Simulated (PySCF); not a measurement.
SMILES C[NH][SnH2][NH]C, GFN2-xTB optimised geometry.

```
15

Sn    -0.58    -0.82     0.00
N     -1.07    -1.93    -1.60
C     -0.88    -1.46    -2.96
N     -1.32    -1.91     1.55
C     -2.43    -1.42     2.34
H      1.10    -0.82     0.00
H     -1.10     0.82     0.00
H     -1.98    -2.37    -1.51
H      0.11    -1.03    -3.05
H     -1.61    -0.71    -3.28
H     -0.94    -2.31    -3.64
H     -0.59    -2.22     2.16
H     -2.16    -0.61     3.03
H     -3.22    -1.06     1.68
H     -2.83    -2.25     2.93
```

Density from PBE0/def2-TZVP, def2 effective core potentials past Kr (PySCF) at that geometry. The core electrons that the potentials of Sn replace are not part of the density.

Minimum of the electron density along straight lines between bonded atoms, close to the bond critical point (lines longer than 1.1 times the sum of covalent radii, or with two minima, are not listed):

```
bond    length / Å  ρ at the minimum / e bohr⁻³  ∇²ρ there / e bohr⁻⁵  position (fraction from the first atom)
------  ----------  ---------------------------  --------------------  ---------------------------------------
Sn1–N2       2.009                        0.123                  0.36                                     0.51
N2–C3        1.448                        0.270                 -0.70                                     0.59
Sn1–N4       2.030                        0.119                  0.32                                     0.51
N4–C5        1.451                        0.269                 -0.69                                     0.59
Sn1–H6       1.679                        0.120                  0.08                                     0.63
Sn1–H7       1.719                        0.111                  0.08                                     0.63
N2–H8        1.012                        0.337                 -1.60                                     0.73
C3–H9        1.087                        0.283                 -0.99                                     0.64
C3–H10       1.094                        0.279                 -0.96                                     0.64
C3–H11       1.090                        0.282                 -0.98                                     0.64
N4–H12       1.012                        0.338                 -1.59                                     0.73
C5–H13       1.094                        0.280                 -0.96                                     0.64
C5–H14       1.088                        0.283                 -0.99                                     0.64
C5–H15       1.091                        0.282                 -0.98                                     0.64
```
